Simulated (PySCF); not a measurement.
Telling isomers of C₇H₈Cl₂ apart by NMR

[PySCF 2.14.0 with density-fitted response routines: PBE0/pcSseg-1 with gauge-including orbitals; coordinates at the GFN2-xTB level; no relativistic terms; no solvent; one averaged value for each set of equivalent atoms; a single conformation]

Referencing at the same level of theory: TMS for ¹H (σref 31.72) and ¹³C (σref 186.93). Where no couplings were computed, multiplicities follow the n + 1 count of equivalent neighbours, and m marks all less simple cases (inequivalent or close neighbours, rings, F or P nearby). Shifts are as computed. Against solution values, carbons near 30 ppm lie about +3 ppm off and those near 130 ppm about +5 ppm; carbons on Cl a further +6 ppm. Of 1211 compounds with measured shifts, 218 miss one by over three times the rms of a fit or turn the order of signals round; such compounds aren't used in these exercises. Carbons bonded to Cl come out too deshielded.

(1) Tabulate the signals of `C=C(C)[C@@]1(Cl)[C@@H]2[C@@H](Cl)[C@@H]21`, `C=CC(=C)C(=C)C(Cl)Cl`, `C=C(Cl)C(=C)C(=C)CCl` and their relative energies.

(2) What is the quickest way to tell C=CC(=C)C(=C)C(Cl)Cl from C=C(Cl)C(=C)C(=C)CCl?

(3) What is the quickest way to tell C=C(C)[C@@]1(Cl)[C@@H]2[C@@H](Cl)[C@@H]21 from C=CC(=C)C(=C)C(Cl)Cl?

(4) What is the quickest way to tell C=C(C)[C@@]1(Cl)[C@@H]2[C@@H](Cl)[C@@H]21 from C=C(Cl)C(=C)C(=C)CCl?

## Answers

(1) 
```tsv
SMILES	carbon types	δC	δH	E rel. (kcal/mol)
C=C(C)[C@@]1(Cl)[C@@H]2[C@@H](Cl)[C@@H]21	2×C 3×CH 1×CH2 1×CH3	152.3, 121.4, 77.6, 51.5, 25.9, 23.6	5.34 (m, 1H), 5.25 (m, 1H), 3.51 (m, 1H), 2.50 (m, 2H), 2.07 (s, 3H)	15.0
C=CC(=C)C(=C)C(Cl)Cl	2×C 2×CH 3×CH2	162.2, 155.6, 144.4, 132.1, 128.1, 126.8, 83.2	6.65 (m, 1H), 6.49 (br s, 1H), 6.12 (s, 1H), 5.94 (br s, 1H), 5.67 (m, 1H), 5.59 (br s, 1H), 5.58 (m, 1H), 5.41 (br s, 1H)	2.8
C=C(Cl)C(=C)C(=C)CCl	3×C 4×CH2	154.6, 154.6, 153.5, 128.1, 126.5, 122.6, 58.2	6.13 (br s, 1H), 6.13 (br s, 1H), 5.93 (br s, 1H), 5.79 (br s, 1H), 5.50 (br s, 1H), 5.44 (br s, 1H), 4.36 (s, 2H)	0.0
```

Energies are electronic energies at PBE0/pcSseg-1 on these geometries, without zero-point or thermal terms, each for the one conformer computed, which needn't be the lowest.

(2) Both give the same number of carbon signals, but DEPT or the intensities differ. The first has an alkene CH at 144.4 ppm, the second an allylic sp3 CH2 bonded to Cl at 58.2 ppm. Their most deshielded carbons lie at 162.2 and 154.6 ppm. In the proton spectra the most deshielded non-exchanging signals are 6.65 (m, 1H) and 6.13 (br s, 1H).

(3) Count the carbon signals: 6 against 7. The first has a three-membered-ring carbon (C) at 77.6 ppm, the second an alkene CH at 144.4 ppm. Their most deshielded carbons lie at 152.3 and 162.2 ppm. In the proton spectra the most deshielded non-exchanging signals are 5.34 (m, 1H) and 6.65 (m, 1H).

(4) Count the carbon signals: 6 against 7. The first has a three-membered-ring carbon (C) at 77.6 ppm, the second an allylic sp3 CH2 bonded to Cl at 58.2 ppm. Their most deshielded carbons lie at 152.3 and 154.6 ppm. In the proton spectra the most deshielded non-exchanging signals are 5.34 (m, 1H) and 6.13 (br s, 1H).
